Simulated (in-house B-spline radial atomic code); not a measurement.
Configurations of Tm2+, with energies counted from [Xe] 4f13. Level of theory: scalar-relativistic (X2C) B3LYP, spin-polarised, spherical fractional occupations, exact exchange averaged over the configuration, Fermi nucleus of rms radius 5.2256 fm; calculated with a B-spline radial code for spherical atoms. Shells without spins written out take the highest spin.

Occupations are held fixed; configurations that lie above the ionisation limit could autoionise.

```csv
configuration,E - E(ref) (eV),highest orbital,its <r> (bohr)
[Xe] 4f12 6d1,15.112,6d up,5.537
[Xe] 4f12 6f1,19.524,6f up,9.67
[Kr] 4d10 4f14 5s2 5p5,25.792,4f down,0.8276
[Kr] 4d10 4f13 5s2 5p5 6d1,38.095,6d up,5.567
[Kr] 4d9 4f13 5s2 5p6 6p1,180.51,6p up,3.801
[Kr] 4d9 4f13 5s2 5p6 5f1,188.24,5f up,5.62
```

Order these further configurations by energy, lowest first.
A. [Kr] 4d10 4f13 5s2 5p5 6f1
B. [Kr] 4d9 4f14 5s2 5p6
C. [Kr] 4d10 4f13 5s2 5p5 5d1
D. [Kr] 4d9 4f13 5s2 5p6 5d1
E. [Kr] 4d9 4f13 5s2 5p6 6d1

C (27.614 eV), A (42.478 eV), B (170.65 eV), D (175.97 eV), E (186.47 eV).

How far above the reference does [Kr] 4d10 4f13 5s2 5p5 6s1 lie?

27.064 eV; its least bound orbital is 6s up with <r> = 3.139 bohr.
